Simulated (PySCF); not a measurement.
**Radial density of I- (iodine, charge -1)**

wB97M-V, [Xe], closed-shell 1S. Computed with PySCF 2.14 in aug-cc-pwCVTZ-DK3 (10s9p7d4f1g, 109 functions), with scalar relativity by spin-free X2C-1e.

```csv
r (bohr),4πr²ρ (e/bohr)
0.0268,64.03
0.0451,62.60
0.0759,87.72
0.128,69.96
0.215,72.29
0.361,45.08
0.608,26.74
1.02,16.40
1.72,5.070
2.89,2.276
4.87,0.3256
8.18,0.01145
13.8,2.046e-05
```

Densities and radii are taken from the X2C orbitals without a picture-change correction, which distorts them close to the nucleus.
